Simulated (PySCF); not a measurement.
A mixed set of molecules.

All values: CAM-B3LYP/def2-SVPD (PySCF) at PBE0-D3(BJ)/def2-SVP geometries, gas phase, one conformer each. Core orbitals are frozen in the response; Δα² is half the sum of the squared differences of the principal polarisabilities. Atoms past krypton carry effective core potentials. The calculation is non-relativistic apart from the core potentials, for germanium too.

Question: Rank by mean static polarisability, lowest first.
A. `[H][Ge]([H])([H])[O]C(C)(C)C`
B. `C([C@H](C)OC)#N`
C. `[SiH3]Sc1ccsc1`
D. `[CH3][Sn][CH3]`

Answer: B (8.49 Å³), D (10.96 Å³), A (12.49 Å³), C (16.65 Å³).

Question: Rank by dipole moment, lowest first.
A. `[CH3:1][O:2][C@@H:3]([CH3:4])[C:5]#[N:6]` with C1–O2–C3–C4 172° ((2S)-2-methoxypropanenitrile)
B. SnMe2 (`[CH3][Sn][CH3]`)
C. `[SiH3:1][S:2][c:3]1[cH:4][cH:5][s:6][cH:7]1` with Si1–S2–C3–C4 -178°
D. `[H][Ge]([H])([H])[O]C(C)(C)C` (Ge(OtBu)H3)

Answer: B (0.09 D), C (0.62 D), D (1.19 D), A (3.35 D).

All values together:

| SMILES | formula | μ (D) | HOMO (eV) | LUMO (eV) | α (Å³) | Δα (Å³) | electrons | α per electron (Å³) | ΔSCF removal energy (eV) |
| --- | --- | --- | --- | --- | --- | --- | --- | --- | --- |
| [H][Ge]([H])([H])[O]C(C)(C)C | C4H12GeO | 1.19 | -9.04 | 0.91 | 12.49 | 2.02 | 76 | 0.164 | – |
| [SiH3]Sc1ccsc1 | C4H6S2Si | 0.62 | -7.60 | 0.38 | 16.65 | 9.21 | 76 | 0.219 | 8.25 |
| CO[C@@H](C)C#N | C4H7NO | 3.35 | -9.91 | 0.99 | 8.49 | 2.13 | 46 | 0.185 | – |
| [CH3][Sn][CH3] | C2H6Sn | 0.09 | -7.18 | -1.40 | 10.96 | 3.37 | 68 | 0.161 | 8.09 |

Conformers: `[SiH3:1][S:2][c:3]1[cH:4][cH:5][s:6][cH:7]1` with Si1–S2–C3–C4 -178°; `[CH3:1][O:2][C@@H:3]([CH3:4])[C:5]#[N:6]` with C1–O2–C3–C4 172°.

A dash marks a removal energy that wasn't run or isn't settled.
